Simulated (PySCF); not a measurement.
F5Sb, charge +1, doublet, geometry from GFN2-xTB (a state made from the parent by changing its charge; the spin is typed, not shown lowest) (core potentials on Sb); DF-PBE/def2-SVP run with PySCF.

The PySCF input:
```python
from pyscf import gto, scf, dft

mol = gto.Mole()
mol.atom = '''
    Sb    0.009643   -0.003026   -0.014232
    F     1.003924   -0.641410    1.577068
    F    -1.573467    0.900421   -0.793294
    F     0.602389    1.821425    0.485191
    F     1.085255   -0.500532   -1.486420
    F    -1.172746   -1.562758    0.298105
'''
mol.basis = 'def2-svp'
mol.ecp = {'Sb': 'def2-svp'}
mol.charge = 1
mol.spin = 1
mol.verbose = 4
mol.build()

mf = dft.UKS(mol)
mf.xc = 'pbe'
mf = mf.density_fit(auxbasis='def2-universal-jkfit')
mf.kernel()
```

What the program printed (banner, timings and long lists left out):

```
PySCF version 2.14.0

[INPUT] verbose = 4
[INPUT] num. atoms = 6
[INPUT] num. electrons = 67
[INPUT] charge = 1
[INPUT] spin (= nelec alpha-beta = 2S) = 1
[INPUT] symmetry False subgroup None
[INPUT] Mole.unit = angstrom
[INPUT] Symbol           X                Y                Z      unit          X                Y                Z       unit  Magmom
[INPUT]  1 Sb     0.009643000000  -0.003026000000  -0.014232000000 AA    0.018222629019  -0.005718311253  -0.026894582205 Bohr   0.0
[INPUT]  2 F      1.003924000000  -0.641410000000   1.577068000000 AA    1.897141409878  -1.212089233557   2.980226599816 Bohr   0.0
[INPUT]  3 F     -1.573467000000   0.900421000000  -0.793294000000 AA   -2.973421696041   1.701549086807  -1.499108396261 Bohr   0.0
[INPUT]  4 F      0.602389000000   1.821425000000   0.485191000000 AA    1.138350230451   3.441994406436   0.916878108104 Bohr   0.0
[INPUT]  5 F      1.085255000000  -0.500532000000  -1.486420000000 AA    2.050834725315  -0.945868396581  -2.808926706076 Bohr   0.0
[INPUT]  6 F     -1.172746000000  -1.562758000000   0.298105000000 AA   -2.216168753679  -2.953184618973   0.563336806363 Bohr   0.0

nuclear repulsion = 420.537393193959
number of shells = 40
number of NR pGTOs = 181
number of NR cGTOs = 96
basis = def2-svp
ecp = {'Sb': 'def2-svp'}

******** <class 'pyscf.df.df_jk.DFUKS'> ********
method = DFUKS
initial guess = minao
damping factor = 0
level_shift factor = 0
DIIS = <class 'pyscf.scf.diis.CDIIS'>
diis_start_cycle = 1
diis_space = 8
diis_damp = 0
SCF conv_tol = 1e-09
SCF conv_tol_grad = None
SCF max_cycles = 50
direct_scf = False
number electrons alpha = 34  beta = 33
XC library pyscf.dft.libxc version 7.1.2
    S. Lehtola, C. Steigemann, M. J. T. Oliveira, and M. A. L. Marques,  SoftwareX 7, 1–5 (2018)
XC functionals = pbe
    J. P. Perdew, K. Burke, and M. Ernzerhof,  Phys. Rev. Lett. 77, 3865 (1996)
    J. P. Perdew, K. Burke, and M. Ernzerhof,  Phys. Rev. Lett. 78, 1396 (1997)
    J. P. Perdew, K. Burke, and M. Ernzerhof,  Phys. Rev. Lett. 77, 3865 (1996)
    J. P. Perdew, K. Burke, and M. Ernzerhof,  Phys. Rev. Lett. 78, 1396 (1997)
radial grids:
    Treutler-Ahlrichs [JCP 102, 346 (1995); DOI:10.1063/1.469408] (M4) radial grids

becke partition: Becke, JCP 88, 2547 (1988); DOI:10.1063/1.454033
pruning grids: <function nwchem_prune>
grids dens level: 3
symmetrized grids: False
atomic radii adjust function: <function treutler_atomic_radii_adjust>
small_rho_cutoff = 0
Set gradient conv threshold to 3.16228e-05
tot grids = 93272
init E= -713.460157063368

cycle= 1 E= -736.849254771552  delta_E= -23.4  |g|= 1.94  |ddm|= 7.23

cycle= 2 E= -735.660850862656  delta_E= 1.19  |g|= 2.48  |ddm|= 4.72
cycle= 3 E= -737.668532147847  delta_E= -2.01  |g|= 1.14  |ddm|= 2.58
cycle= 4 E= -737.490568360105  delta_E= 0.178  |g|= 1.14  |ddm|= 1.48
cycle= 5 E= -738.071118178219  delta_E= -0.581  |g|= 0.438  |ddm|= 1.22
cycle= 6 E= -738.085744105666  delta_E= -0.0146  |g|= 0.367  |ddm|= 0.475
cycle= 7 E= -738.021301531608  delta_E= 0.0644  |g|= 0.502  |ddm|= 0.835
cycle= 8 E= -738.150207823324  delta_E= -0.129  |g|= 0.113  |ddm|= 0.544
cycle= 9 E= -738.136929746916  delta_E= 0.0133  |g|= 0.207  |ddm|= 0.251
cycle= 10 E= -738.143956742169  delta_E= -0.00703  |g|= 0.152  |ddm|= 0.264
cycle= 11 E= -738.155009094782  delta_E= -0.0111  |g|= 0.0432  |ddm|= 0.19
cycle= 12 E= -738.15592829347  delta_E= -0.000919  |g|= 0.0123  |ddm|= 0.0607
cycle= 13 E= -738.156001126039  delta_E= -7.28e-05  |g|= 0.0035  |ddm|= 0.013
cycle= 14 E= -738.15600672312  delta_E= -5.6e-06  |g|= 0.0012  |ddm|= 0.00399
cycle= 15 E= -738.15600728657  delta_E= -5.63e-07  |g|= 0.000449  |ddm|= 0.00109
cycle= 16 E= -738.156007392527  delta_E= -1.06e-07  |g|= 0.000113  |ddm|= 0.000588
cycle= 17 E= -738.15600739913  delta_E= -6.6e-09  |g|= 3.28e-05  |ddm|= 0.000179
cycle= 18 E= -738.156007399464  delta_E= -3.35e-10  |g|= 2.37e-05  |ddm|= 4.6e-05
Extra cycle  E= -738.156007363809  delta_E= 3.57e-08  |g|= 0.000274  |ddm|= 0.000295
SCF not converged.
SCF energy = -738.156007363809 after 50 cycles  <S^2> = 0.75185367  2S+1 = 2.0018528
```

The run did not converge; its last values are not results.
